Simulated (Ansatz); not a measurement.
C3H9BO can be A, `BCC(C)O`, or B, `CCCBO`.

Calculated with Ansatz (gas phase, PBE0-D4/def2-TZVP geometries, no zero-point term in ΔE). CCSD(T)/CBS adds triple-zeta CCSD(T) − MP2 to the extrapolated MP2 energy (def2 sets, frozen cores). DFT in def2-TZVPP. B3LYP here is the variant with VWN-RPA as its local correlation; programs differ in this. One conformer a species, not always the lowest.

Which isomer does CCSD(T)/CBS put lower? Give the gap. (Estimate.)

Ansatz gave: B, by 214.0 kJ/mol.

Give E(B) − E(A) in kJ/mol with r2SCAN-D4, B3LYP, PBE-D4, CCSD/def2-TZVPP, ωB97M-V, B2PLYP, CCSD(T)/def2-TZVPP. (An estimate is asked.)

The calculation gave: r2SCAN-D4 -216.1, B3LYP -215.3, PBE-D4 -214.9, CCSD/def2-TZVPP -212.9, ωB97M-V -213.5, B2PLYP -216.3, CCSD(T)/def2-TZVPP -213.9. None reverses the order clearly.

Largest T1 diagnostic: 0.011.

In def2-TZVPP, CCSD(T) changes the Hartree–Fock value by −8.0 kJ/mol (the triples alone add −1.0 kJ/mol) and MP2 by −12.6 kJ/mol.
